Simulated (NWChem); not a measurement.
**Correlation energy of CuI**

SMILES: [I][Cu]
```xyz
2

Cu     0.0000     0.0000    -1.5331
I      0.0000     0.0000     0.8389
```
Charge 0, spin multiplicity 1.

Everything below was run with NWChem. The geometry was optimised at PBE/def2-SVP with def2 effective core potentials on I, a minimum by its harmonic frequencies.

Basis set: def2-TZVP. Each correlation energy counts from its own Hartree-Fock reference.

Effective core potentials replace the inner electrons of I; spin-orbit coupling is left out. The correlated methods keep 13 core orbitals frozen. The structure started from a generated list of species. No row is a measurement; the coupled-cluster row has its own basis-set and correlation limits.

```json
[
 {"method": "MP2", "correlation energy (mHa)": "___"},
 {"method": "SCS-MP2", "correlation energy (mHa)": "___"},
 {"method": "CR-CCSD[T]", "correlation energy (mHa)": "-846.2"},
 {"method": "CR-CCSD(T)", "correlation energy (mHa)": "___"},
 {"method": "CCSD", "correlation energy (mHa)": "___"},
 {"method": "CCSD+T(CCSD)", "correlation energy (mHa)": "-853.4"},
 {"method": "CCSD(T)", "correlation energy (mHa)": "-848.7"}
]
```

Question: What belongs in the gaps?

Answer: 
- MP2, correlation energy (mHa): -910.6
- SCS-MP2, correlation energy (mHa): -799.0
- CR-CCSD(T), correlation energy (mHa): -842.8
- CCSD, correlation energy (mHa): -826.5
